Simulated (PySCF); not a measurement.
Bonds (- single, = double, # triple, : aromatic): C1-N2, N2-C3, C3-Si4, Si4-N5, Si4-O6, O6-Si7, Si4-Si8, Si8-N2. C1 carries H9, H10, H11; C3 carries H12, H13; N5 carries H14, H15; Si7 carries H16, H17, H18; Si8 carries H19, H20. Stereochemistry as in CN1C[Si@](N)(O[SiH3])[SiH2]1. H13, H20 are pro-R; H12, H19 are pro-S.

[PySCF: GFN2-xTB structure; PBE0/pcSseg-1 with gauge-including orbitals; a single conformation; no solvent model; non-relativistic; rapidly exchanging positions averaged]

Q: List the cross peaks expected in HSQC, COSY and HMBC spectra.

A: 

HSQC (one-bond C–H):
```tsv
δH	δC
3.22 (H12)	63.6 (C3)
2.99 (H13)	63.6 (C3)
2.72 (H9/H10/H11)	41.7 (C1)
```

COSY cross peaks (H two or three bonds apart, from the bond graph; peaks can be absent where the dihedral angle is near 90°):
```tsv
δH	δH
5.61 (H20)	5.49 (H19)
3.22 (H12)	2.99 (H13)
```

HMBC (two and three bonds, from the bond graph):
```tsv
δH	δC
5.61 (H20)	63.6 (C3), 41.7 (C1)
5.49 (H19)	63.6 (C3), 41.7 (C1)
3.22 (H12)	41.7 (C1)
2.99 (H13)	41.7 (C1)
2.72 (H9/H10/H11)	63.6 (C3)
```

Scale: 1H (31.72 ppm), 13C (186.93 ppm) vs TMS (reference shieldings calculated alike).

Short H···H contacts in this conformer between protons four or more bonds apart (candidates for NOE cross peaks, intensity ∝ r⁻⁶): H9···H12 2.60 Å, H11···H13 2.61 Å.

OH/NH shifts are gas-phase values; hydrogen bonding in solution moves them, usually downfield. Shifts are as computed. Against solution values, carbons near 30 ppm lie about +3 ppm off and those near 130 ppm about +5 ppm. Of 1211 compounds with measured shifts, 218 miss one by over three times the rms of a fit or turn the order of signals round; such compounds aren't used in these exercises.
